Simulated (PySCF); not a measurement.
Stepwise substitution at one centre (Al SiH3-SH). All species are isolated molecules in the gas phase. One relaxed conformer stands for each flexible species; it need not be the lowest. Strings in code marks are SMILES.

The S1–T1 gap (TDA) from two functionals at the same geometries (PBE0-D3(BJ)/def2-TZVP), both in PySCF: PBE-D3(BJ)/def2-TZVP and M06-2X/def2-TZVP. Excitations are Tamm–Dancoff values on a coarser integration grid. The basis has no diffuse functions, so Rydberg states are missing or too high.

```csv
species,PBE-D3(BJ)/def2-TZVP (eV)
0 of 3 SiH3 replaced by SH (`[SiH3][Al]([SiH3])[SiH3]`),0.51
1 of 3 SiH3 replaced by SH (`[SiH3][Al]([SiH3])[SH]` (Si–Al–S–H torsion 0°)),0.58
3 of 3 SiH3 replaced by SH (`[SH][Al]([SH])[SH]`),0.19
```

**Question.** What does M06-2X/def2-TZVP give for each?

**Answer.** 
- 0 of 3 SiH3 replaced by SH (`[SiH3][Al]([SiH3])[SiH3]`): 0.45
- 1 of 3 SiH3 replaced by SH (`[SiH3][Al]([SiH3])[SH]` (Si–Al–S–H torsion 0°)): 0.49
- 3 of 3 SiH3 replaced by SH (`[SH][Al]([SH])[SH]`): 0.24
Over these rows, drawn at random from the members with no instability flagged (it was tested for open shells, ions and some series alone), PBE minus M06-2X: mean +0.03 eV, from -0.05 eV to +0.09 eV.
